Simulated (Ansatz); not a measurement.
`N=C[SiH2]N` + `N[Si](O)(O)O` → `N[SiH2]O[Si](N)(O)O` + `C=N`  (ligand exchange at the Si–C bond)

Calculated with Ansatz (gas phase, PBE0-D4/def2-TZVP geometries, no zero-point term in ΔE). CBS: MP2 limit from def2 TZ/QZ plus the TZ coupled-cluster correction, frozen cores. This one scheme is used for every species. DFT in def2-TZVPP. One conformer a species, not always the lowest.

| species | r2SCAN-D4 energy (Eh) |
| --- | --- |
| `N=C[SiH2]N` | -440.66965 |
| `N[Si](O)(O)O` | -573.11277 |
| `N[SiH2]O[Si](N)(O)O` | -919.22576 |
| `C=N` | -94.60865 |

Work out ΔE.

ΔE = (-919.22576) + (-94.60865) − (-440.66965) − (-573.11277) = -0.05199 Eh = -1.41 eV. CCSD(T)/CBS gives -1.43 eV.

Largest T1 diagnostic among the species: 0.012.

In def2-TZVPP, CCSD(T) changes the Hartree–Fock value by +0.05 eV (the triples alone add +0.00 eV) and MP2 by +0.04 eV. The D4 term adds −0.08 eV with B3LYP and −0.05 eV with PBE0; it sums over pairs of atoms, weighted by their polarisabilities, and B3LYP, whose exchange is more repulsive, gets the larger term.

B3LYP here is the variant with VWN-RPA as its local correlation; programs differ in this.
